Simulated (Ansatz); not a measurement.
Reaction (ligand exchange at the Al–C bond): `[AlH2][CH]1C=COC1` + `[SiH3]S` → `[AlH2][S][SiH3]` + `C1=COCC1`

Computed with Ansatz on PBE0-D4/def2-TZVP structures; ΔE is electronic, products minus reactants. CCSD(T)/CBS is the MP2 limit (def2-TZVPP, def2-QZVPP) plus CCSD(T) − MP2 in def2-TZVPP, frozen cores. Functionals use def2-TZVPP. B3LYP here is the variant with VWN-RPA as its local correlation; programs differ in this.

| level | ΔE (kcal/mol) | difference from CCSD(T)/CBS |
| --- | --- | --- |
| PBE-D4 | -28.3 | 3.1 |
| r2SCAN-D4 | -29.3 | 2.1 |
| PBE0-D4 | -30.1 | 1.3 |
| B3LYP-D4 | -31.2 | 0.2 |
| ωB97X-V | -31.0 | 0.4 |
| ωB97M-V | -30.2 | 1.2 |
| B2PLYP | -31.5 | -0.1 |
| PBE | -28.8 | 2.6 |
| r2SCAN | -29.4 | 2.0 |
| PBE0 | -30.5 | 0.9 |
| B3LYP | -32.0 | -0.6 |
| HF/def2-TZVPP | -37.7 | -6.3 |
| MP2/def2-TZVPP | -30.2 | 1.2 |
| SCS-MP2/def2-TZVPP | -31.4 | 0.0 |
| CCSD/def2-TZVPP | -31.9 | -0.5 |
| CCSD(T)/def2-TZVPP | -30.7 | 0.7 |
| HF/def2-QZVPP | -37.6 | -6.2 |
| MP2/def2-QZVPP | -30.6 | 0.8 |
| SCS-MP2/def2-QZVPP | -31.9 | -0.5 |
| HF/CBS(def2) | -37.6 | -6.2 |
| MP2/CBS(def2) | -30.9 | 0.5 |
| CCSD/CBS(def2) | -32.6 | -1.2 |
| CCSD(T)/CBS | -31.4 | 0 |

Largest T1 diagnostic among the species: 0.013.

In def2-TZVPP, CCSD(T) changes the Hartree–Fock value by +7.0 kcal/mol (the triples alone add +1.2 kcal/mol) and MP2 by +7.5 kcal/mol. The D4 term adds +0.8 kcal/mol with B3LYP and +0.4 kcal/mol with PBE0; it sums over pairs of atoms, weighted by their polarisabilities, and B3LYP, whose exchange is more repulsive, gets the larger term. From PBE to PBE0 (25 % exact exchange), in def2-TZVPP and without D4, ΔE moves by −1.7 kcal/mol.
